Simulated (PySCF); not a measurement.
Mapped SMILES: `[CH3:1][O:2][B:3]([OH:4])[O:5][CH3:6]`. Each H is labelled by its parent atom.

Geometry: PBE0-D3(BJ)/def2-SVP; GIAO shifts from PySCF, gas phase, non-relativistic, averaged over equivalent atoms.

At wB97X-D/pcSseg-1 (137 basis functions, 23 s wall time on 1 thread of an Arm Neoverse N1, shared host):
```tsv
atoms	δ (ppm)
C1/C6	52.5
O4	76.6
O2/O5	53.5
B3	18.4
H(C1)/H(C6)	3.57
H(O4)	2.75
```

Chemical shifts δ = σref − σ; TMS for $^{13}$C (σref 184.54) and $^{1}$H (σref 31.38); $^{17}$O (σref 333.19) against H2O; $^{11}$B (σref 101.61) against BF3·OEt2, all at this level.

Predict the values at WP04/pcSseg-1 on the same geometry.

Results:


| atoms | δ at WP04/pcSseg-1 | change |
| --- | --- | --- |
| C1/C6 | 54.2 | +1.7 |
| O4 | 70.2 | -6.4 |
| O2/O5 | 54.7 | +1.2 |
| B3 | 18.3 | -0.1 |
| H(C1)/H(C6) | 3.46 | -0.11 |
| H(O4) | 2.84 | +0.09 |

δ = σ(ref) − σ, references computed at the same level: $^{13}$C (σ = 172.44 ppm) and $^{1}$H (σ = 31.56 ppm) against TMS; $^{17}$O (σ = 317.54 ppm) against H2O; BF3·OEt2 for $^{11}$B (σ = 95.72 ppm).

The largest change is at O4 (oxygen bonded to B, H). Cost: 137 basis functions, 18 s wall time on 1 thread of an Arm Neoverse N1, shared host.

Experimental scales use liquid or dissolved standards, which lie at an offset from isolated H2O (liquid H2O: subtract about 36 ppm).
